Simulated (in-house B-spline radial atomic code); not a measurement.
Inner levels of dysprosium as electrons are removed. A shift is the extra binding of the orbital against the neutral atom ([Xe] 4f5/2(6) 4f7/2(4) 6s2). The density at the nucleus is averaged over the nuclear charge. Computed with a B-spline radial code for spherical atoms: Dirac-Hartree-Fock, jj configuration that fills j = l - 1/2 first, finite nuclei.

A number in brackets counts the electrons of a j subshell.

```json
{"ion": "Dy6+", "configuration": "[Kr] 4d10 4f5/2(6) 4f7/2(2) 5s2 5p1/2(2) 5p3/2(2)", "shift of 4p1/2 (eV)": "91.779", "shift of 3p3/2 (eV)": "91.699", "shift of 3s1/2 (eV)": "92.089", "radius of 4p1/2 (bohr)": "0.53973", "radius of 3p3/2 (bohr)": "0.23651", "radius of 3s1/2 (bohr)": "0.23335", "Σ<r²> (bohr²)": "25.002", "change of density at nucleus (bohr⁻³)": "119.29"}
{"ion": "Dy7+", "configuration": "[Kr] 4d10 4f5/2(6) 4f7/2(3) 5s2 5p1/2(2)", "shift of 4p1/2 (eV)": "102.13", "shift of 3p3/2 (eV)": "101.62", "shift of 3s1/2 (eV)": "101.98", "radius of 4p1/2 (bohr)": "0.54109", "radius of 3p3/2 (bohr)": "0.23652", "radius of 3s1/2 (bohr)": "0.23333", "Σ<r²> (bohr²)": "21.502", "change of density at nucleus (bohr⁻³)": "126.08"}
{"ion": "Dy8+", "configuration": "[Kr] 4d10 4f5/2(6) 4f7/2(2) 5s2 5p1/2(2)", "shift of 4p1/2 (eV)": "129.52", "shift of 3p3/2 (eV)": "129.59", "shift of 3s1/2 (eV)": "130.15", "radius of 4p1/2 (bohr)": "0.53935", "radius of 3p3/2 (bohr)": "0.23651", "radius of 3s1/2 (bohr)": "0.23333", "Σ<r²> (bohr²)": "19.876", "change of density at nucleus (bohr⁻³)": "192.17"}
{"ion": "Dy9+", "configuration": "[Kr] 4d10 4f5/2(6) 4f7/2(2) 5s2 5p1/2(1)", "shift of 4p1/2 (eV)": "?", "shift of 3p3/2 (eV)": "?", "shift of 3s1/2 (eV)": "?", "radius of 4p1/2 (bohr)": "?", "radius of 3p3/2 (bohr)": "?", "radius of 3s1/2 (bohr)": "?", "Σ<r²> (bohr²)": "?", "change of density at nucleus (bohr⁻³)": "?"}
{"ion": "Dy10+", "configuration": "[Kr] 4d10 4f5/2(6) 4f7/2(2) 5s2", "shift of 4p1/2 (eV)": "169.99", "shift of 3p3/2 (eV)": "171.72", "shift of 3s1/2 (eV)": "172.23", "radius of 4p1/2 (bohr)": "0.54006", "radius of 3p3/2 (bohr)": "0.23647", "radius of 3s1/2 (bohr)": "0.2333", "Σ<r²> (bohr²)": "15.706", "change of density at nucleus (bohr⁻³)": "236.45"}
{"ion": "Dy11+", "configuration": "[Kr] 4d10 4f5/2(6) 4f7/2(1) 5s2", "shift of 4p1/2 (eV)": "200.86", "shift of 3p3/2 (eV)": "203.98", "shift of 3s1/2 (eV)": "204.7", "radius of 4p1/2 (bohr)": "0.53786", "radius of 3p3/2 (bohr)": "0.23644", "radius of 3s1/2 (bohr)": "0.23329", "Σ<r²> (bohr²)": "14.595", "change of density at nucleus (bohr⁻³)": "313"}
{"ion": "Dy12+", "configuration": "[Kr] 4d10 4f5/2(6) 5s2", "shift of 4p1/2 (eV)": "233.22", "shift of 3p3/2 (eV)": "238.2", "shift of 3s1/2 (eV)": "239.17", "radius of 4p1/2 (bohr)": "0.53539", "radius of 3p3/2 (bohr)": "0.23641", "radius of 3s1/2 (bohr)": "0.23328", "Σ<r²> (bohr²)": "13.606", "change of density at nucleus (bohr⁻³)": "396.18"}
{"ion": "Dy13+", "configuration": "[Kr] 4d10 4f5/2(6) 5s1", "shift of 4p1/2 (eV)": "257.27", "shift of 3p3/2 (eV)": "263.09", "shift of 3s1/2 (eV)": "263.85", "radius of 4p1/2 (bohr)": "0.53471", "radius of 3p3/2 (bohr)": "0.23638", "radius of 3s1/2 (bohr)": "0.23329", "Σ<r²> (bohr²)": "12.072", "change of density at nucleus (bohr⁻³)": "-58.304"}
{"ion": "Dy14+", "configuration": "[Kr] 4d10 4f5/2(4) 5s2", "shift of 4p1/2 (eV)": "?", "shift of 3p3/2 (eV)": "?", "shift of 3s1/2 (eV)": "?", "radius of 4p1/2 (bohr)": "?", "radius of 3p3/2 (bohr)": "?", "radius of 3s1/2 (bohr)": "?", "Σ<r²> (bohr²)": "?", "change of density at nucleus (bohr⁻³)": "?"}
{"ion": "Dy15+", "configuration": "[Kr] 4d10 4f5/2(5)", "shift of 4p1/2 (eV)": "?", "shift of 3p3/2 (eV)": "?", "shift of 3s1/2 (eV)": "?", "radius of 4p1/2 (bohr)": "?", "radius of 3p3/2 (bohr)": "?", "radius of 3s1/2 (bohr)": "?", "Σ<r²> (bohr²)": "?", "change of density at nucleus (bohr⁻³)": "?"}
{"ion": "Dy16+", "configuration": "[Kr] 4d10 4f5/2(4)", "shift of 4p1/2 (eV)": "351.46", "shift of 3p3/2 (eV)": "367.49", "shift of 3s1/2 (eV)": "367.98", "radius of 4p1/2 (bohr)": "0.52801", "radius of 3p3/2 (bohr)": "0.23627", "radius of 3s1/2 (bohr)": "0.23324", "Σ<r²> (bohr²)": "9.2251", "change of density at nucleus (bohr⁻³)": "-464.41"}
{"ion": "Dy17+", "configuration": "[Kr] 4d10 4f5/2(3)", "shift of 4p1/2 (eV)": "387.97", "shift of 3p3/2 (eV)": "409.52", "shift of 3s1/2 (eV)": "409.98", "radius of 4p1/2 (bohr)": "0.52483", "radius of 3p3/2 (bohr)": "0.23622", "radius of 3s1/2 (bohr)": "0.23319", "Σ<r²> (bohr²)": "8.6177", "change of density at nucleus (bohr⁻³)": "-416.32"}
{"ion": "Dy18+", "configuration": "[Kr] 4d10 4f5/2(2)", "shift of 4p1/2 (eV)": "425.54", "shift of 3p3/2 (eV)": "453.23", "shift of 3s1/2 (eV)": "453.65", "radius of 4p1/2 (bohr)": "0.52154", "radius of 3p3/2 (bohr)": "0.23615", "radius of 3s1/2 (bohr)": "0.23314", "Σ<r²> (bohr²)": "8.0574", "change of density at nucleus (bohr⁻³)": "-363.34"}
```

Q: Fill in the row of Dy9+.

A: shift of 4p1/2 (eV): 149.44; shift of 3p3/2 (eV): 150.28; shift of 3s1/2 (eV): 150.81; radius of 4p1/2 (bohr): 0.54; radius of 3p3/2 (bohr): 0.23649; radius of 3s1/2 (bohr): 0.23331; Σ<r²> (bohr²): 17.718; change of density at nucleus (bohr⁻³): 214.03.

Q: Fill in the row of Dy14+.

A: shift of 4p1/2 (eV): 300.12; shift of 3p3/2 (eV): 313.61; shift of 3s1/2 (eV): 314.57; radius of 4p1/2 (bohr): 0.52966; radius of 3p3/2 (bohr): 0.23635; radius of 3s1/2 (bohr): 0.23323; Σ<r²> (bohr²): 11.931; change of density at nucleus (bohr⁻³): 585.96.

Q: Fill in the row of Dy15+.

A: shift of 4p1/2 (eV): 316.07; shift of 3p3/2 (eV): 327.16; shift of 3s1/2 (eV): 327.68; radius of 4p1/2 (bohr): 0.53107; radius of 3p3/2 (bohr): 0.23631; radius of 3s1/2 (bohr): 0.23327; Σ<r²> (bohr²): 9.887; change of density at nucleus (bohr⁻³): -507.6.
